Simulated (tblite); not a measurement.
Parent: `[CH3:1][C:2]([CH3:3])=[C:4]1[CH2:5][SiH2:6]1`, C5H10Si.

Structures optimised with GFN2-xTB, isolated species. One conformer each, not checked by frequencies here.

| coordinate of the parent | value |
| --- | --- |
| C1–C2 | 1.500 Å |
| C2–C3 | 1.503 Å |
| C2=C4 | 1.319 Å |
| C4–C5 | 1.507 Å |
| C5–Si6 | 1.901 Å |
| C4–Si6 | 1.849 Å |
| C1–C2–C3 | 115.6° |
| C1–C2–C4 | 122.0° |
| C3–C2–C4 | 122.4° |
| C2–C4–C5 | 137.8° |
| C2–C4–Si6 | 154.1° |
| C5–C4–Si6 | 68.1° |
| C4–C5–Si6 | 64.5° |
| C4–Si6–C5 | 47.4° |

Q: How does the shared frame change in `[CH3:1]/[C:2]([CH2:3][Cl:4])=[C:5]1\[CH2:6][SiH2:7]1` with C1–C2–C3–Cl4 -75°, C5H9ClSi? Atoms pair as C1 = C3, C2 = C2, C3 = C1, C4 = C5, C5 = C6, Si6 = Si7 (parent first).

A: 
```csv
parent,relative,value in the relative,change
C1–C2,C3–C2,1.494 Å,-0.006
C2–C3,C2–C1,1.502 Å,-0.001
C2=C4,C2=C5,1.321 Å,+0.002
C4–C5,C5–C6,1.505 Å,-0.002
C5–Si6,C6–Si7,1.901 Å,0.000
C4–Si6,C5–Si7,1.853 Å,+0.004
C1–C2–C3,C3–C2–C1,115.7°,+0.1
C1–C2–C4,C3–C2–C5,120.9°,-1.1
C3–C2–C4,C1–C2–C5,123.4°,+1.0
C2–C4–C5,C2–C5–C6,137.3°,-0.5
C2–C4–Si6,C2–C5–Si7,154.6°,+0.5
C5–C4–Si6,C6–C5–Si7,68.1°,0.0
C4–C5–Si6,C5–C6–Si7,64.7°,+0.2
C4–Si6–C5,C5–Si7–C6,47.2°,-0.2
```

Of the parent's bonds, C1–C2 changes most (-0.006 Å). Bonds of the relative outside the shared frame: C3–Cl4 1.802 Å. Point group Cs → C1.

Q: How does the shared frame change in `[CH3:1]/[C:2]([CH2:3][S:4](=[O:5])(=[O:6])[OH:7])=[C:8]1/[CH2:9][SiH2:10]1` with C1–C2–C3–S4 -89°, C2–C3–S4–O5 -72°, C3–S4–O7–H 121°, C5H10O3SSi? Atoms pair as C1 = C1, C2 = C2, C3 = C3, C4 = C8, C5 = C9, Si6 = Si10 (parent first).

A: 
| parent | relative | value in the relative | change |
| --- | --- | --- | --- |
| C1–C2 | C1–C2 | 1.497 Å | -0.003 |
| C2–C3 | C2–C3 | 1.496 Å | -0.007 |
| C2=C4 | C2=C8 | 1.320 Å | +0.001 |
| C4–C5 | C8–C9 | 1.506 Å | -0.001 |
| C5–Si6 | C9–Si10 | 1.897 Å | -0.004 |
| C4–Si6 | C8–Si10 | 1.851 Å | +0.002 |
| C1–C2–C3 | C1–C2–C3 | 115.6° | 0.0 |
| C1–C2–C4 | C1–C2–C8 | 124.0° | +2.0 |
| C3–C2–C4 | C3–C2–C8 | 120.3° | -2.1 |
| C2–C4–C5 | C2–C8–C9 | 135.9° | -1.9 |
| C2–C4–Si6 | C2–C8–Si10 | 155.6° | +1.5 |
| C5–C4–Si6 | C9–C8–Si10 | 67.9° | -0.2 |
| C4–C5–Si6 | C8–C9–Si10 | 64.7° | +0.2 |
| C4–Si6–C5 | C8–Si10–C9 | 47.4° | 0.0 |

Of the parent's bonds, C2–C3 changes most (-0.007 Å). Bonds of the relative outside the shared frame: C3–S4 1.803, S4=O5 1.432, S4=O6 1.426, S4–O7 1.628 Å. Point group Cs → C1.

The numbers are calculated, not measured.
